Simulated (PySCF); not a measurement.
C₄H₈BN, SMILES C=C1CNB1C.

Geometry: B3LYP-D3(BJ)/def2-SVP. This is a generated structure with no PubChem entry under its InChIKey; it may be hypothetical.

Method: B3LYP/def2-TZVP run with PySCF.

Symmetry labels are those of the subgroup Cs that the program uses (full group Cs).

### Question
List the valence orbital energies around the gap with their symmetry. (Estimate from the structure and the level; the computed values follow.)

### Answer

| orbital | symmetry | energy (eV) |
|---|---|---|
| HOMO−7 | A' | -11.66 |
| HOMO−6 | A' | -10.81 |
| HOMO−5 | A" | -10.66 |
| HOMO−4 | A' | -10.01 |
| HOMO−3 | A' | -9.50 |
| HOMO−2 | A' | -7.70 |
| HOMO−1 | A" | -7.47 |
| HOMO | A" | -7.02 |
| LUMO | A" | -0.70 |
| LUMO+1 | A' | 0.77 |
| LUMO+2 | A' | 1.28 |
| LUMO+3 | A' | 1.50 |
